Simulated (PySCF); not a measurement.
How methods differ on the ionisation energy of Sc¹⁴⁺

Sc¹⁴⁺ [He] 2s2 2p3 (4S) → Sc¹⁵⁺ [He] 2s2 2p2 (3P), as a difference of total energies. Calculation: PySCF 2.14, in an even-tempered Gaussian basis (20 s from 2.4 bohr⁻², ratio 2.2; 11 p from 3.1 bohr⁻², ratio 2.2; 6 d from 14 bohr⁻², ratio 2.4; 5 f from 22 bohr⁻², ratio 2.4; 5 g from 32 bohr⁻², ratio 2.4); scalar relativity by spin-free X2C-1e. Correlated levels: nothing frozen; virtual orbitals above 40 to 60 times the deepest correlated orbital energy dropped. The calculations carry no spin-orbit coupling.

```tsv
method	ionisation energy (eV)
UHF	930.58
LDA	930.13
PBE	929.95
PBE0	930.40
r2SCAN	931.44
r2SCAN0	931.49
TPSSh	930.15
MP2 (all electrons)	930.91
SCS-MP2 (all electrons)	930.49
```

**Question.** How much does correlation contribute at MP2 (all electrons)?

**Answer.** 930.91 − (930.58) = 0.33 eV, measured against UHF.

A first-order spin-orbit estimate (lowest level to lowest level, LS coupling) adds -3.647 eV.

For comparison: 926.5 ± 0.7 eV (semi-empirical (NIST evaluation); NIST Atomic Spectra Database, ionization energies).
